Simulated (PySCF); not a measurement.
# Reading the logs of faulty runs: AlBC2H7

These are calculations, not measurements. The program is PySCF 2.14.0, an open-source quantum chemistry code, run on an isolated molecule that a program drew, which may never have been made. The molecule is AlBC2H7 (charge 0, doublet), drawn as the SMILES string `B[C](C)[AlH2]`.

Each row is a Hartree-Fock (HF) and frozen-core CCSD(T) single point in the cc-pV(D+d)Z basis, meant for a local HF minimum. Run 1 is clean. Each other run has one planted mistake out of seven kinds, and not every kind appears here: one electron removed, one electron added, multiplicity raised by two, geometry at a saddle point, minimal basis STO-3G, one bond length entered in bohr, all coordinates scaled. The reference is restricted for singlets and unrestricted otherwise, and also for a bond in bohr. Adding or removing an electron swaps singlet and doublet. Electrons count all cores. HOMO and LUMO are orbital energies over both spins, the gradient is its largest component, and the lowest frequency (negative if imaginary) is given only where the gradient is small. Bond lengths are over the 10 bonds as drawn. T1 is the CCSD diagnostic: over 0.02 (restricted) or 0.045 (unrestricted) a single reference is doubtful.

Geometry of the clean run:
```xyz
11
AlBC2H7, angstrom
B    -1.5646   -0.0624    1.1091
C    -0.2285   -0.1099    0.3302
C    -0.0153    0.8634   -0.8137
Al    1.0926   -1.5036    0.7243
H    -1.6373   -0.4488    2.2466
H    -2.5719    0.3335    0.5769
H     0.1484    1.8771   -0.4298
H     0.8395    0.6161   -1.4470
H    -0.9072    0.9142   -1.4466
H     2.3182   -1.7001   -0.2587
H     0.9332   -2.4193    2.0018
```

```
run,electrons,basis functions,<S^2>,HOMO (eV),LUMO (eV),gradient (hartree/bohr),lowest frequency (cm^-1),mean bond (Å),longest bond (Å),T1,HF (hartree),CCSD(T) (hartree),mistake
1,37,100,0.759,-9.77,0.28,5.6e-06,64,1.3881,1.960,0.0152,-346.35947,-346.84181,no fault
2,37,100,0.759,-9.74,0.30,2.0e-02,-,1.4297,2.019,0.0155,-346.35182,-346.83799,all coordinates scaled
3,37,31,0.762,-7.77,5.39,3.7e-02,-,1.3881,1.960,0.0152,-342.21292,-342.42867,?
4,37,100,1.283,-10.20,0.24,6.0e-02,-,1.4856,2.072,0.0400,-346.25312,-346.73026,?
```

**Which mistake was planted in run 3, and what did it cost?**

It has 31 basis functions where the clean run has 100, with the same electrons and geometry. So the mistake is: minimal basis STO-3G. Subtracting run 1 and multiplying by 627.51 kcal/mol a hartree, the energy moved by 2602.0 kcal/mol in HF and 2769.3 kcal/mol in CCSD(T).

**Which mistake was planted in run 4, and what did it cost?**

The mean bond changes by a factor of 1.070 and the longest by 1.057, so the molecule wasn't scaled as a whole. A length L in bohr read as angstrom grows by (1/0.5292 - 1) L = 0.890 L. The 10 bonds together grew by 10 x 0.0975 = 0.975 Å, which gives L = 1.096 Å. That is the length of one of the C-H bonds, 1.096 Å in the clean geometry. So the mistake is: one bond length entered in bohr. Subtracting run 1 and multiplying by 627.51 kcal/mol a hartree, the energy moved by 66.7 kcal/mol in HF and 70.0 kcal/mol in CCSD(T).

